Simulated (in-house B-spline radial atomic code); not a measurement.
Inner-shell binding energies (edges) and X-ray emission energies of free atoms and ions, as differences of relaxed hole-state energies with first-order Breit, QED and recoil terms, without correlation or multiplet splittings, in NIST's listed ground configurations. For neutral atoms such line energies lie within some 1 to 5 eV of tabulated X-ray lines (up to 20 eV for the heaviest). K = 1s, L1 = 2s, L3 = 2p3/2. A dash marks a subshell that is part filled or wasn't run, or a line left out. Computed with a B-spline radial code for spherical atoms: Dirac-Hartree-Fock, average of the configuration, finite nuclei.

```json
{"ion": "Ru3+", "configuration": "[Kr] 4d5", "K edge (eV)": "22164.8", "L1 edge (eV)": "3278.62", "L3 edge (eV)": "2887.38"}
{"ion": "Rh3+", "configuration": "[Kr] 4d6", "K edge (eV)": "?", "L1 edge (eV)": "?", "L3 edge (eV)": "?"}
{"ion": "Pd3+", "configuration": "[Kr] 4d7", "K edge (eV)": "24402", "L1 edge (eV)": "3663.2", "L3 edge (eV)": "3226.96"}
{"ion": "Ag3+", "configuration": "[Kr] 4d8", "K edge (eV)": "25564.6", "L1 edge (eV)": "3864.25", "L3 edge (eV)": "3403.68"}
{"ion": "Cd3+", "configuration": "[Kr] 4d9", "K edge (eV)": "?", "L1 edge (eV)": "?", "L3 edge (eV)": "?"}
{"ion": "In3+", "configuration": "[Kr] 4d10", "K edge (eV)": "27979.3", "L1 edge (eV)": "4284.25", "L3 edge (eV)": "3771.04"}
{"ion": "Sb3+", "configuration": "[Kr] 4d10 5s2", "K edge (eV)": "30531.2", "L1 edge (eV)": "4745.94", "L3 edge (eV)": "4174.12"}
{"ion": "Te3+", "configuration": "[Kr] 4d10 5s2 5p1", "K edge (eV)": "?", "L1 edge (eV)": "?", "L3 edge (eV)": "?"}
{"ion": "I3+", "configuration": "[Kr] 4d10 5s2 5p2", "K edge (eV)": "33211.9", "L1 edge (eV)": "5238.34", "L3 edge (eV)": "-"}
{"ion": "Xe3+", "configuration": "[Kr] 4d10 5s2 5p3", "K edge (eV)": "34600.3", "L1 edge (eV)": "5495.32", "L3 edge (eV)": "-"}
```

Task: Fill in the row of Rh3+.

Result: K edge (eV): 23268.8; L1 edge (eV): 3468.01; L3 edge (eV): 3054.86.

Task: Fill in the row of Cd3+.

Result: K edge (eV): 26757; L1 edge (eV): 4071.24; L3 edge (eV): 3585.04.

Task: Fill in the row of Te3+.

Result: K edge (eV): 31855.6; L1 edge (eV): 4988.57.
